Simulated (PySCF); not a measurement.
## Computed spin Hamiltonian

Compound: C3H11Si3 (doublet state).
Cartesian coordinates in Å at the GFN2-xTB level; atoms count from 1:
```
atom  x, y, z in Å
Si1    3.2968   -0.5595    0.0406
C2     1.9586    0.5662    0.7654
Si3    0.4746    0.9189   -0.3878
C4    -0.3723   -0.7155   -0.7598
C5    -1.6659   -1.0141   -0.6446
Si6   -3.0528    0.1230   -0.0770
H7     2.9056   -1.9621   -0.0609
H8     3.8796   -0.0577   -1.1988
H9     2.4032    1.5238    1.0390
H10    1.5874    0.1291    1.6934
H11    0.9854    1.4920   -1.6441
H12   -0.4343    1.8779    0.2495
H13    0.2971   -1.4976   -1.1142
H14   -1.9766   -2.0229   -0.9071
H15   -2.8634    0.5125    1.3236
H16   -3.1183    1.3184   -0.9211
H17   -4.3117   -0.6203   -0.1978
```

The hyperfine couplings belong to this conformer and change with its torsions.

As a line formula: `[SiH2]C[SiH2]/C=C\[SiH3]` [radical].

Computed, not measured: UKS B3LYP, pcH-1 on C H Si, non-relativistic, mean-field spin-orbit, GIAO in PySCF 2.14.0. Geometry: GFN2-xTB, one conformer, isolated molecule. A GFN2-xTB geometry isn't a minimum of the functional, and hyperfine couplings can be far from their values at a DFT geometry, by a factor of two or more for some ions and for spin on atoms past the first row. Stability of the SCF solution: not tested.

- g1, g2, g3: 2.00208, 2.00402, 2.00470
- g_iso: 2.00360
- Form of g: rhombic: the two nearest values differ by 26 % of g3 − g1
- ⟨S²⟩: 0.7516 (exact 0.7500)
- HOMO–LUMO gap, α and β orbitals: 4.19, 5.25 eV

Isotropic coupling and dipolar principal values T1 to T3, in G (MHz turned into gauss with g_iso; 10 G = 1 mT):

```csv
atom,isotope,a_iso,of which spin–orbit,T1,T2,T3,Mulliken spin population
Si1,29Si,-151.4,0.4,-61.6,30.8,30.8,0.98
C2,13C,2.7,0.0,-1.5,-1.4,2.9,-0.02
Si3,29Si,-19.4,0.0,-3.6,1.6,1.9,0.03
C4,13C,0.1,0.0,-0.3,0.0,0.3,0.00
C5,13C,-0.1,0.0,-0.1,0.0,0.1,0.00
Si6,29Si,-0.6,0.0,-0.1,0.0,0.0,0.00
H7,1H,8.8,0.0,-3.7,0.5,3.1,-0.01
H8,1H,9.2,0.0,-3.7,0.6,3.1,-0.01
H9,1H,5.9,0.0,-1.5,-0.9,2.5,0.00
H10,1H,1.7,0.0,-1.4,-0.8,2.2,0.00
H11,1H,-0.3,0.0,-0.6,-0.3,0.9,0.00
H12,1H,6.4,0.0,-0.5,-0.2,0.6,0.01
H13,1H,0.3,0.0,-0.7,-0.4,1.1,0.00
H14,1H,0.3,0.0,-0.2,-0.1,0.3,0.00
H15,1H,0.1,0.0,-0.1,-0.1,0.2,0.00
H16,1H,0.0,0.0,-0.1,-0.1,0.2,0.00
H17,1H,0.3,0.0,-0.1,-0.1,0.1,0.00
```

The largest Mulliken spin population is on Si1 (+0.98). The angles at Si1 add up to 340.1°, so it is pyramidal.

Under fast tumbling the dipolar parts average out, and these isotropic splittings remain: 2 × 1H (H7/H8, I = 1/2, 3 lines) with 0.90 mT, 2 × 1H (H9/H10, I = 1/2, 3 lines) with 0.38 mT, 2 × 1H (H11/H12, I = 1/2, 3 lines) with 0.30 mT and 1 × 1H (H14, I = 1/2, 2 lines) with 0.03 mT.

Nuclei that the bonding pattern makes equivalent are averaged, as if the motion that swaps them (rotation, inversion, ring flip) were fast. The 1H value of +8.5 MHz is a mean of couplings from -1.0 to 18.0 MHz in this one geometry, not an average over conformers. The 1H value of +10.6 MHz is a mean of couplings from 4.8 to 16.4 MHz in this one geometry, not an average over conformers.

The 13C coupling of C2 (7.7 MHz) shows only in satellite lines or after enrichment, since that isotope makes up about 1.07 % of natural carbon.

The 29Si coupling of Si1 (-424.6 MHz) shows only in satellite lines or after enrichment, since that isotope makes up about 4.7 % of natural silicon.
